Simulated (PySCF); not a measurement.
A PySCF script (with the pyscf-properties extension) for the NMR shieldings of SMILES O(C=O)C1(C(=O)[O-])CC1, [C5H5O4]-, on a GFN2-xTB geometry:

```python
import basis_set_exchange as bse
import numpy as np
from pyscf import gto, dft
from pyscf.prop import nmr

atoms = """
O     2.421023   -0.275535   -1.155095
C     2.086228    0.100726   -0.043833
O     1.025252   -0.562942    0.654844
C    -0.180164   -0.062217    0.182484
C     0.066208    1.397830   -0.160442
O    -0.834148    2.188651   -0.384057
O     1.326170    1.633044   -0.135180
C    -1.131002   -0.888272   -0.644015
C    -1.475182   -0.523887    0.771455
H     2.850704    0.347459    0.732087
H    -0.843270   -1.907133   -0.853120
H    -1.652672   -0.384032   -1.443502
H    -2.228579    0.233531    0.932861
H    -1.431246   -1.297697    1.523347
"""
names = dict.fromkeys(["O", "C", "H"], "pcSseg-1")
basis = {el: gto.basis.parse(bse.get_basis(n, elements=[el], fmt="nwchem")) for el, n in names.items()}
mol = gto.M(atom=atoms, basis=basis, charge=-1, verbose=0)
mf = dft.RKS(mol, xc="PBE0")
mf.grids.level = 2
mf.grids.alignment = dft.numint.BLKSIZE   # the property module wants whole blocks of grid points
mf.conv_tol = 1e-9
mf.kernel()

calc = nmr.RKS(mf)   # GIAO
C = mf.mo_coeff
Co = C[:, mf.mo_occ > 0]
resp = mf.gen_response(singlet=True, hermi=2)
def vind(x):   # induced exchange potential for any number of trial vectors
    d = np.einsum("pi,xij,qj->xpq", C, 2 * x.reshape(-1, C.shape[1], Co.shape[1]), Co, optimize=True)
    return np.einsum("xpq,pi,qj->xij", resp(d - d.transpose(0, 2, 1)), C, Co, optimize=True).ravel()
mo1, _ = nmr.rhf.solve_mo1(calc, with_cphf=vind)
sigma = calc.kernel(mo1)
for i, s in enumerate(sigma):   # ppm
    w = np.linalg.eigvalsh((s + s.T) / 2)
    print("%2d %-2s iso %8.1f  s11 %8.1f  s22 %8.1f  s33 %8.1f" % (i, mol.atom_pure_symbol(i), w.mean(), *w))
```

Task: What are the results?

Result: 
```
 0 O  iso     68.7  s11    -73.7  s22     39.8  s33    240.1
 1 C  iso     50.7  s11    -21.7  s22     56.2  s33    117.5
 2 O  iso    177.9  s11     97.6  s22    161.9  s33    274.2
 3 C  iso    123.6  s11     81.6  s22     91.8  s33    197.4
 4 C  iso      5.2  s11    -66.6  s22     13.5  s33     68.8
 5 O  iso     12.1  s11   -221.9  s22   -103.8  s33    362.0
 6 O  iso    -35.3  s11   -168.9  s22   -100.2  s33    163.2
 7 C  iso    172.3  s11    142.5  s22    172.2  s33    202.2
 8 C  iso    178.5  s11    152.2  s22    174.1  s33    209.2
 9 H  iso     23.5  s11     19.8  s22     22.1  s33     28.5
10 H  iso     31.2  s11     26.8  s22     27.8  s33     39.1
11 H  iso     31.2  s11     26.2  s22     28.4  s33     39.0
12 H  iso     31.2  s11     25.5  s22     28.3  s33     39.7
13 H  iso     31.4  s11     26.1  s22     28.5  s33     39.6
```

These numbers come from an equivalent density-fitted implementation of the same equations, which agrees with the script to about 0.01 ppm for H and up to a few tenths of a ppm for heavy atoms, so last digits may differ.

Size and cost of the density-fitted run: 178 basis functions, about 70 core-seconds.
